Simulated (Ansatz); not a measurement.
C₄H₉NO, charge -1, doublet, geometry from GFN2-xTB (a state made from the parent by changing its charge; the spin is typed, not shown lowest) (a gas-phase anion, which may not be bound at this level); Ansatz (a first-principles code) with WB97X/def2-SVP.

The Ansatz input:
Ansatz 0.2 input:
```yaml
crystal:
  periodic: [false, false, false]
  atoms:
    - {symbol: C, position_ang: [-1.32804898, 0.28654700, -0.99739366]}
    - {symbol: N, position_ang: [-0.54716568, 0.48378375, 0.21435778]}
    - {symbol: C, position_ang: [-1.27371006, -0.02765360, 1.35459525]}
    - {symbol: C, position_ang: [0.78613441, -0.17415930, 0.13577455]}
    - {symbol: C, position_ang: [1.78528448, 0.75835967, -0.53003741]}
    - {symbol: O, position_ang: [0.85373228, -1.46358153, -0.02632778]}
    - {symbol: H, position_ang: [-2.29508084, 0.80576201, -0.92112488]}
    - {symbol: H, position_ang: [-0.77365157, 0.70545596, -1.83755124]}
    - {symbol: H, position_ang: [-1.52022664, -0.77971394, -1.20485894]}
    - {symbol: H, position_ang: [-0.69318679, 0.17802262, 2.25515176]}
    - {symbol: H, position_ang: [-1.44127628, -1.11674660, 1.29696746]}
    - {symbol: H, position_ang: [-2.24995037, 0.47050717, 1.43696649]}
    - {symbol: H, position_ang: [2.79662508, 0.38295767, -0.36175633]}
    - {symbol: H, position_ang: [1.65761230, 0.85615742, -1.62777069]}
    - {symbol: H, position_ang: [1.70147761, 1.76120120, -0.10353830]}
basis:
  gaussian:
    orbitals: def2-SVP
hamiltonian:
  xc: {name: wB97X}
total_charge: -1
magnetization: {spin_polarized: true, initial_magnetization: 1}
accuracy: high
```

Output, abridged:

```
Functional definition: wB97X
3280 factors; integrals over basis functions are off by at most 1.0e-8 eV
472 factors; integrals over basis functions are off by at most 2.2e-9 eV
mean field evaluation 1: about -7818.7758 eV, gradient 2.8e1 eV
mean field evaluation 2: about -7818.9234 eV, gradient 3.0e1 eV
mean field evaluation 4: about -7822.0718 eV, gradient 1.5e0 eV
mean field evaluation 8: about -7822.3358 eV, gradient 1.8e-1 eV
mean field evaluation 16: about -7822.3366 eV, gradient 7.3e-4 eV
mean field evaluation 32: about -7822.3366 eV, gradient 5.1e-8 eV
mean field -7822.33660397 eV, -287.4655680259 hartree, gradient 5.1e-8 eV, S^2 0.754239; 0 other end points of the search recorded, 0 dependent functions left out
reference -7822.33660080 eV, -287.4655679094 hartree; 25, 24 occupied and 104, 105 virtual orbitals, 3280 factors
Total energy: -7822.33660080 eV, -287.4655679094 hartree
```
